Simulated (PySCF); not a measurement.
**Simulated characterisation data**

PySCF 2.14.0 with density-fitted response routines calculation with NMR shieldings at PBE0/pcSseg-1/GIAO and geometry: GFN2-xTB; fast rotation and ring inversion assumed for equivalent nuclei, no solvent model, no relativistic terms, one conformer.

Scale: TMS for 1H (σref 31.72) and 13C (σref 186.93) (reference shieldings calculated alike). Where no couplings were computed, multiplicities follow the n + 1 count of equivalent neighbours, and m marks all less simple cases (inequivalent or close neighbours, rings, F or P nearby). Shifts are as computed. Against solution values, carbons near 30 ppm lie about +3 ppm off and those near 130 ppm about +5 ppm. Of 1211 compounds with measured shifts, 218 miss one by over three times the rms of a fit or turn the order of signals round; such compounds aren't used in these exercises. OH and NH positions are gas-phase values without hydrogen bonding to other molecules.

Compound 1 (C$_{6}$H$_{8}$N$_{2}$O). 1H NMR (400 MHz, computed): δ 8.90 (br s, 1H), 7.00 (m, 1H), 6.82 (s, 1H), 6.60 (m, 1H), 5.48 (m, 1H), 3.87 (s, 3H). 13C{1H} NMR (computed): δ 152.6, 142.9, 131.7, 118.8, 111.3, 58.7. Structure: `C=Cc1n[nH]cc1OC`.

Compound 2 (C$_{8}$H$_{12}$Si). 1H NMR (400 MHz, computed): δ 6.59 (m, 1H), 5.74 (t, 1H), 5.51 (m, 1H), 5.38 (m, 1H), 4.60 (m, 2H), 2.96 (m, 1H), 2.70 (m, 2H), 1.86 (m, 1H), 1.65 (m, 2H). 13C{1H} NMR (computed): δ 177.5 (C), 148.2 (CH), 124.9 (CH), 118.3 (CH2), 35.9 (CH2), 32.5 (CH), 16.9 (CH). Structure: SMILES [C@H]12[SiH2]C=C(C=C)[C@H](C1)C2.
